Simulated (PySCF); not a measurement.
## Polarisability and C₆ of Cr¹⁹⁺ (chromium, charge +19)

[He] 2s2 2p1, 2P determinant. Computed with PySCF 2.14 in an uncontracted even-tempered set (18 s from 3.4 bohr⁻², ratio 2.2; 11 p from 4.4 bohr⁻², ratio 2.2; 6 d from 20 bohr⁻², ratio 2.4; 5 f from 29 bohr⁻², ratio 2.4; 5 g from 44 bohr⁻², ratio 2.4), with no relativity, point nucleus. Coupled (time-dependent) response in atomic units; α is the mean over directions.

| method | mean α (bohr³) | α xx, yy, zz | C₆ (like pair) | S(−4) |
| --- | --- | --- | --- | --- |
| UHF | 0.02089 | 0.02295, 0.01677, 0.02295 | 0.001049 | 0.002886 |
| PBE0 | 0.02018 | 0.02231, 0.01591, 0.02231 | 0.0009969 | 0.002622 |

S(−4) is the Cauchy moment in α(ω) = α(0) + S(−4) ω² + …

α(iu) at UHF:

| u (hartree) | α(iu) (bohr³) |
| --- | --- |
| 0 | 0.02089 |
| 0.300 | 0.02064 |
| 0.600 | 0.01992 |
| 1.20 | 0.01757 |
| 1.80 | 0.01481 |
| 2.40 | 0.01225 |
| 3.00 | 0.01014 |
| 4.50 | 0.006629 |
| 6.00 | 0.004757 |
| 9.00 | 0.003049 |
| 15.0 | 0.001935 |

A single London oscillator, α(iu) = α/(1 + u²/ω²), gives C₆ = (3/4) ω α². Matching the computed C₆ needs ω = 4 × 0.001049 / (3 × 0.02089²) = 3.21 hartree.

For an ion, C₆ is the dispersion term alone; charge-induced terms of lower order in 1/R come first.

The components differ because the open shell of this determinant is not spherical; for a pure term their mean is the scalar polarisability.
